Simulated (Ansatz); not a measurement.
This geometry of CH2OSSi (6 atoms, charge 0, multiplicity 1) is a first-order saddle point.

Theory: RKS B3LYP-D4/def2-SVP (Ansatz).

```xyz
6
Properties=species:S:1:pos:R:3
Si 0.712 1.252 -0.539
C 0.191 -0.416 0.103
O -0.366 -1.058 1.068
S 0.068 -2.139 -0.362
H -0.651 0.466 -0.949
H 0.046 1.894 0.678
```

(1) Which two structures does it join? (They come from a converged band through this point; their orientation in space is the band's.)

(2) How far does it lie above each of them?

Answers

(1) Bonds broken: Si1–H5. Bonds formed: Si1–S4, C2–H5.

First end point:

```xyz
6
Properties=species:S:1:pos:R:3
Si 0.377 1.026 -0.380
C -0.016 -0.599 0.258
O 0.139 -1.349 1.320
S -0.120 -2.295 -0.218
H -0.408 1.178 -1.636
H 0.027 2.039 0.656
```

Last end point:

```xyz
6
Properties=species:S:1:pos:R:3
Si 0.928 1.182 -0.227
C -0.535 -0.075 -0.429
O -0.796 -0.830 0.698
S 0.804 -1.243 0.006
H -1.122 -0.337 -1.324
H 0.722 1.302 1.277
```

(2) 60.2 kJ/mol above the first and 97.8 kJ/mol above the second. This is the barrier of this one path; another mechanism may lie lower. The orbitals stay closed-shell, which can raise the energy where a bond breaks towards radicals; this wasn't checked here.

The run took 2.1 min on 1 thread of AMD EPYC 9R45 96-Core Processor (Zen 5), with other jobs on the host, peak memory 0.18 GiB.
